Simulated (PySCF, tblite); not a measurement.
Species: C5H11NSi.
Numbering: `[H]/[N:7]=[CH:6]\[C@H:5]1[C@H:2]([CH3:1])[SiH2:3][CH2:4]1` (hydrogens: H8, H9, H10 on C1; H11 on C2; H12, H13 on Si3; H14, H15 on C4; H16 on C5; H17 on C6; H18 on N7)

Jobs on this species (18 atoms, 62 electrons) with PySCF (density fitting) and tblite. Hardware of each: one thread, Intel Xeon at 2.50 GHz (x86_64) (shared host). Other jobs ran on the host; a repeat could differ by tens of per cent or more.

Question: Rank these jobs by wall time, shortest first.
A. PBE0/pcSseg-1; shieldings, ring-centre shieldings, charges and field gradients, density and orbital grids written; 181 basis functions
B. GFN2-xTB; Hessian by finite differences
C. GFN2-xTB; L-BFGS relaxation

Answer: B (1.9 s), C (4.2 s), A (1.9 min).

All jobs:

```csv
level and settings,work,basis functions,SCF cycles,wall time
GFN2-xTB,Hessian by finite differences,–,–,1.9 s
GFN2-xTB,L-BFGS relaxation,–,–,4.2 s
PBE0/pcSseg-1,"shieldings, ring-centre shieldings, charges and field gradients, density and orbital grids written",181,14,1.9 min
wB97X-D/def2-SVPD,"8 singlets by full TDDFT, 3 Tamm–Dancoff triplets, polarisability",232,13,2.4 min
```

Question: What do all jobs in the table cost together?

Answer: About 4.4 min; the longest takes about 55 % of that, and about 76 times as long as the shortest.
